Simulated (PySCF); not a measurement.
difluorosilyl(difluoro)silane (F4H2Si2), SMILES [SiH](F)(F)[SiH](F)F.

Coordinates come from a PBE-D3(BJ)/def2-SVP optimisation. One conformer was computed; it need not be the lowest.

Calculation: PBE-D3(BJ)/def2-SVP (PySCF).

Frequencies are harmonic and unscaled.

Task: Estimate the vibrational spectrum. (The exact figures need the calculation; the answer reports its results.)

Result: 
| mode | ν (cm⁻¹) | IR (km/mol) | moving atoms (share of kinetic energy) |
|---|---|---|---|
| 1 | 32 | 1.2 | F 90 % |
| 2 | 74 | 2.3 | F 96 % |
| 3 | 147 | 27.7 | Si 45 %, F 39 %, H 15 % |
| 4 | 190 | 0.0 | F 90 %, Si 9 % |
| 5 | 198 | 0.0 | F 69 %, Si 29 % |
| 6 | 297 | 34.6 | F 77 %, Si 22 % |
| 7 | 330 | 0.0 | F 63 %, Si 35 % |
| 8 | 477 | 0.0 | Si 81 %, H 14 % |
| 9 | 738 | 373.1 | H 83 %, Si 13 % |
| 10 | 779 | 25.2 | H 90 %, F 10 % |
| 11 | 788 | 0.0 | H 85 %, F 15 % |
| 12 | 791 | 0.0 | H 52 %, F 39 %, Si 9 % |
| 13 | 824 | 174.4 | F 67 %, Si 32 % |
| 14 | 893 | 0.0 | Si 39 %, H 32 %, F 28 % |
| 15 | 930 | 0.0 | Si 50 %, F 42 %, H 8 % |
| 16 | 935 | 285.6 | Si 48 %, F 47 % |
| 17 | 2200 | 222.9 | H 96 % |
| 18 | 2202 | 0.0 | H 97 % |
